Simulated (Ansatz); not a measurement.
C2H4BFO2, SMILES `COC1OB1F` at its PBE0-D4/def2-TZVP geometry, where that method's forces vanish. Charge 0, multiplicity 1.

```tsv
atom	x (Å)	y (Å)	z (Å)
C1	0.228	0.369	-1.547
O2	0.513	0.647	-0.185
C3	0.217	-0.354	0.661
O4	-1.279	-0.390	1.147
B5	-0.348	-0.086	2.032
F6	-0.283	0.241	3.296
H7	0.633	1.193	-2.132
H8	0.703	-0.568	-1.857
H9	-0.851	0.299	-1.707
H10	0.468	-1.351	0.294
```

Question: For each bond, give half the difference of the two atoms' forces along it (eV/Å; positive pushes the atoms apart) under PBE-D4, r2SCAN-D4, B3LYP-D4, ωB97M-V in def2-TZVPP. (Estimate.)

Answer: Computed: 
```tsv
bond	length (Å)	PBE-D4	r2SCAN-D4	B3LYP-D4	ωB97M-V
C1–O2	1.419	0.30	0.30	0.27	0.18
C1–H7	1.088	0.06	-0.08	-0.13	-0.09
C1–H8	1.096	0.07	-0.07	-0.07	-0.09
C1–H9	1.093	0.07	-0.07	-0.09	-0.10
O2–C3	1.344	0.22	0.15	0.14	0.23
C3–O4	1.574	0.72	0.50	0.38	0.04
C3–B5	1.508	0.02	0.02	-0.01	-0.03
C3–H10	1.091	0.00	-0.13	-0.19	-0.20
O4–B5	1.320	0.62	0.29	0.08	0.01
B5–F6	1.307	0.32	0.08	0.17	0.17
```

B3LYP here is the variant with VWN-RPA as its local correlation; programs differ in this.
